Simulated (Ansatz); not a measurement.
Gas-phase electronic energies from Ansatz, PBE0-D4/def2-TZVP geometries. CBS: MP2 limit from def2 TZ/QZ plus the TZ coupled-cluster correction, frozen cores. DFT in def2-TZVPP. B3LYP here is the variant with VWN-RPA as its local correlation; programs differ in this. HSE06 is defined as in plane-wave codes.

`FC1=C(F)C(F)(F)C1` → `FC1(F)C=CC1(F)F`  (isomerisation)

```json
{"level": "LDA (SPW92)", "ΔE (kcal/mol)": "-4.7", "difference from CCSD(T)/CBS": "4.1"}
{"level": "PBE-D4", "ΔE (kcal/mol)": "-4.8", "difference from CCSD(T)/CBS": "4.0"}
{"level": "revPBE-D4", "ΔE (kcal/mol)": "-5.0", "difference from CCSD(T)/CBS": "3.8"}
{"level": "BLYP-D4", "ΔE (kcal/mol)": "-6.3", "difference from CCSD(T)/CBS": "2.5"}
{"level": "r2SCAN-D4", "ΔE (kcal/mol)": "-7.1", "difference from CCSD(T)/CBS": "1.7"}
{"level": "PBE0-D4", "ΔE (kcal/mol)": "-5.8", "difference from CCSD(T)/CBS": "3.0"}
{"level": "B3LYP-D4", "ΔE (kcal/mol)": "-7.0", "difference from CCSD(T)/CBS": "1.8"}
{"level": "r2SCANh-D4", "ΔE (kcal/mol)": "-7.3", "difference from CCSD(T)/CBS": "1.5"}
{"level": "r2SCAN0-D4", "ΔE (kcal/mol)": "-7.4", "difference from CCSD(T)/CBS": "1.4"}
{"level": "HSE06-D4", "ΔE (kcal/mol)": "-5.8", "difference from CCSD(T)/CBS": "3.0"}
{"level": "BHLYP-D4", "ΔE (kcal/mol)": "-8.4", "difference from CCSD(T)/CBS": "0.4"}
{"level": "CAM-B3LYP-D4", "ΔE (kcal/mol)": "-7.9", "difference from CCSD(T)/CBS": "0.9"}
{"level": "ωB97X-V", "ΔE (kcal/mol)": "-8.2", "difference from CCSD(T)/CBS": "0.6"}
{"level": "ωB97M-V", "ΔE (kcal/mol)": "-8.4", "difference from CCSD(T)/CBS": "0.4"}
{"level": "B2PLYP", "ΔE (kcal/mol)": "-7.6", "difference from CCSD(T)/CBS": "1.2"}
{"level": "PBE-QIDH", "ΔE (kcal/mol)": "-7.0", "difference from CCSD(T)/CBS": "1.8"}
{"level": "PBE", "ΔE (kcal/mol)": "-4.7", "difference from CCSD(T)/CBS": "4.1"}
{"level": "revPBE", "ΔE (kcal/mol)": "-4.3", "difference from CCSD(T)/CBS": "4.5"}
{"level": "PBE0", "ΔE (kcal/mol)": "-5.7", "difference from CCSD(T)/CBS": "3.1"}
{"level": "B3LYP", "ΔE (kcal/mol)": "-6.8", "difference from CCSD(T)/CBS": "2.0"}
{"level": "r2SCANh", "ΔE (kcal/mol)": "-7.2", "difference from CCSD(T)/CBS": "1.6"}
{"level": "r2SCAN0", "ΔE (kcal/mol)": "-7.4", "difference from CCSD(T)/CBS": "1.4"}
{"level": "HSE06", "ΔE (kcal/mol)": "-5.7", "difference from CCSD(T)/CBS": "3.1"}
{"level": "BHLYP", "ΔE (kcal/mol)": "-8.3", "difference from CCSD(T)/CBS": "0.5"}
{"level": "CAM-B3LYP", "ΔE (kcal/mol)": "-7.8", "difference from CCSD(T)/CBS": "1.0"}
{"level": "LC-ωPBE", "ΔE (kcal/mol)": "-6.4", "difference from CCSD(T)/CBS": "2.4"}
{"level": "RPA@PBE/def2-TZVPP", "ΔE (kcal/mol)": "-8.2", "difference from CCSD(T)/CBS": "0.6"}
{"level": "HF/def2-SVP", "ΔE (kcal/mol)": "-11.5", "difference from CCSD(T)/CBS": "-2.7"}
{"level": "MP2/def2-SVP", "ΔE (kcal/mol)": "-8.8", "difference from CCSD(T)/CBS": "0.0"}
{"level": "CCSD/def2-SVP", "ΔE (kcal/mol)": "-9.5", "difference from CCSD(T)/CBS": "-0.7"}
{"level": "CCSD(T)/def2-SVP", "ΔE (kcal/mol)": "-9.2", "difference from CCSD(T)/CBS": "-0.4"}
{"level": "HF/def2-TZVPP", "ΔE (kcal/mol)": "-10.2", "difference from CCSD(T)/CBS": "-1.4"}
{"level": "MP2/def2-TZVPP", "ΔE (kcal/mol)": "-8.1", "difference from CCSD(T)/CBS": "0.7"}
{"level": "SCS-MP2/def2-TZVPP", "ΔE (kcal/mol)": "-8.4", "difference from CCSD(T)/CBS": "0.4"}
{"level": "CCSD/def2-TZVPP", "ΔE (kcal/mol)": "-8.6", "difference from CCSD(T)/CBS": "0.2"}
{"level": "HF/def2-QZVPP", "ΔE (kcal/mol)": "-10.0", "difference from CCSD(T)/CBS": "-1.2"}
{"level": "MP2/def2-QZVPP", "ΔE (kcal/mol)": "-8.3", "difference from CCSD(T)/CBS": "0.5"}
{"level": "SCS-MP2/def2-QZVPP", "ΔE (kcal/mol)": "-8.5", "difference from CCSD(T)/CBS": "0.3"}
{"level": "HF/CBS(def2)", "ΔE (kcal/mol)": "-10.0", "difference from CCSD(T)/CBS": "-1.2"}
{"level": "MP2/CBS(def2)", "ΔE (kcal/mol)": "-8.5", "difference from CCSD(T)/CBS": "0.3"}
{"level": "CCSD(T)/CBS", "ΔE (kcal/mol)": "-8.8", "difference from CCSD(T)/CBS": "0"}
```

Largest T1 diagnostic among the species: 0.012.

Leaving LDA and LC-ωPBE aside and taking each functional with its dispersion term where it has one, the values spread over 3.6 kcal/mol, from BHLYP-D4 to PBE-D4. From PBE to PBE0 (25 % exact exchange), in def2-TZVPP and without D4, ΔE moves by −1.0 kcal/mol.

CCSD(T)/CBS has its own doubt, a few kJ/mol and more with outer-core shells, so smaller differences from it don't rank the levels.
